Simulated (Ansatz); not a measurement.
One change: `C#CC(=O)[SiH3]` becomes `O=C([SiH3])BO`.

Ansatz, PBE0-D4/def2-TZVP geometries, multiplicity 1. Each molecule was computed in one conformer, which needn't be the lowest.

| property | `C#CC(=O)[SiH3]` |
| --- | --- |
| LUMO energy (PBE0/def2-TZVPP) / eV | -2.33 |
| HOMO energy (ωB97M-V/def2-TZVPP) / eV | -9.85 |
| size of the dipole moment (ωB97M-V/def2-TZVPP) / D | 2.79 |
| LUMO energy (PBE/def2-TZVPP) / eV | -3.33 |
| HOMO–LUMO gap (PBE0/def2-TZVPP) / eV | 5.17 |
| HOMO energy (PBE/def2-TZVPP) / eV | -5.95 |

(1) What does the change do to each property? (Estimate.)

Answers

(1) Computed: 
```
                                          property  `O=C([SiH3])BO`  shift
                LUMO energy (PBE0/def2-TZVPP) / eV            -2.67  -0.34
             HOMO energy (ωB97M-V/def2-TZVPP) / eV            -9.24   0.61
size of the dipole moment (ωB97M-V/def2-TZVPP) / D             1.22  -1.57
                 LUMO energy (PBE/def2-TZVPP) / eV            -3.73  -0.40
              HOMO–LUMO gap (PBE0/def2-TZVPP) / eV             4.30  -0.87
                 HOMO energy (PBE/def2-TZVPP) / eV            -5.56   0.39
```

With PBE0 the HOMO rises by 0.53 eV and the LUMO falls by 0.34 eV, so the gap narrows by about 0.87 eV. PBE moves the HOMO by 0.39 eV and ωB97M-V by 0.61 eV. Dipoles are sizes alone; their direction can turn.
